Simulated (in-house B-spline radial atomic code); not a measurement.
RPA and G0W0 for F VI (F5+), [He] 2s2, as one setting changes: the highest l of the empty states. Start: Hartree-Fock. A dash marks a level of low quasi-particle weight. Computed with an all-electron radial atomic-structure program (B-spline basis): all electrons, non-relativistic, point nucleus, each spin shell either full or empty, empty states to the listed l with an (l + 1/2)⁻⁴ tail; G0W0 by contour deformation at full frequency.

```
highest l of the empty states  RPA summed (Eh)  RPA extrapolated (Eh)  G0W0 level (eV)
                            2         -0.19674               -0.20575       2s -156.45
                            3         -0.20226               -0.20644       2s -156.47
                            4                ?                      ?                ?
                            5                ?                      ?                ?
                            6         -0.20581               -0.20667       2s -156.47
                            7         -0.20609               -0.20667       2s -156.47
                            8         -0.20626               -0.20666       2s -156.47
                            9         -0.20637               -0.20665       2s -156.47
                           10         -0.20643               -0.20663       2s -156.47
                           11         -0.20648               -0.20663       2s -156.47
```

Q: What belongs in the row for 5?

A: RPA summed (Eh): -0.20532; RPA extrapolated (Eh): -0.20665; G0W0 level (eV): 2s -156.47.

Q: What belongs in the row for 4?

A: RPA summed (Eh): -0.20436; RPA extrapolated (Eh): -0.20661; G0W0 level (eV): 2s -156.47.
